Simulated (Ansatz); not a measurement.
`[CH3][AlH][I]` and `[CH3][AlH][Cl]` differ in one element.

Ansatz, PBE0-D4/def2-TZVP geometries, multiplicity 1. 

Elements past krypton have def2 core potentials.

```json
{"property": "LUMO energy (PBE/def2-TZVPP) / eV", "`[CH3][AlH][I]`": "-2.16"}
{"property": "LUMO energy (PBE0/def2-TZVPP) / eV", "`[CH3][AlH][I]`": "-1.42"}
{"property": "HOMO–LUMO gap (B3LYP/def2-TZVPP) / eV", "`[CH3][AlH][I]`": "5.63"}
{"property": "HOMO energy (PBE/def2-TZVPP) / eV", "`[CH3][AlH][I]`": "-6.36"}
{"property": "size of the dipole moment (ωB97M-V/def2-TZVPP) / D", "`[CH3][AlH][I]`": "1.85"}
{"property": "HOMO–LUMO gap (ωB97M-V/def2-TZVPP) / eV", "`[CH3][AlH][I]`": "9.80"}
```

(1) Give the same properties after the change, and the shifts. (Estimate.)

## Answers

(1) The calculation gave: 
```csv
property,`[CH3][AlH][Cl]`,shift
LUMO energy (PBE/def2-TZVPP) / eV,-1.90,0.26
LUMO energy (PBE0/def2-TZVPP) / eV,-1.13,0.29
HOMO–LUMO gap (B3LYP/def2-TZVPP) / eV,6.65,1.02
HOMO energy (PBE/def2-TZVPP) / eV,-6.92,-0.56
size of the dipole moment (ωB97M-V/def2-TZVPP) / D,1.81,-0.04
HOMO–LUMO gap (ωB97M-V/def2-TZVPP) / eV,10.90,1.10
```

With PBE0 the HOMO falls by 0.72 eV and the LUMO rises by 0.29 eV, so the gap widens by about 1.01 eV. PBE moves the HOMO by -0.56 eV and ωB97M-V by -0.82 eV. Dipoles are sizes alone; their direction can turn.

B3LYP here is the variant with VWN-RPA as its local correlation; programs differ in this.

Spin–orbit coupling is left out; it splits and shifts lone-pair levels of the heavy atoms by tenths of an eV.
